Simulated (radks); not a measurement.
The numbers below are computed, except where a source is named.
Effect of the nuclear size on the scandium ion Sc2+, [Ar] 3d1. Level of theory: Dirac Kohn-Sham, LDA (Slater exchange, Perdew-Wang correlation), spin-unpolarised, spherical densities, finite nucleus; open shells are shared between the two j in proportion to 2j + 1; Fermi nuclear charge, rms radius 3.5459 fm (a radial shooting solver on a logarithmic mesh with Libxc functionals). The rms radius is varied about that value; shifts are against it.

rms radius (fm)  total energy shift (eV)  density at nucleus (e/bohr^3)  1s1/2 shift (meV)  2s1/2 shift (meV)  3s1/2 shift (meV)
3.0211                           -0.0106                           7240              -4.48             -0.365             -0.049
3.2906                          -0.00535                           7223              -2.26             -0.185             -0.025
3.5459                                 0                           7208              0.000              0.000              0.000
3.8792                           0.00757                           7189               3.20              0.261              0.035
4.3969                            0.0206                           7164               8.73              0.713              0.095

Slopes of the eigenvalues against <r^2> in GHz/fm^2, as finite differences over the two radii next to the reference (eigenvalue slopes, not the field-shift constants of lines): 1s1/2 313, 2s1/2 25.6, 3s1/2 3.41.
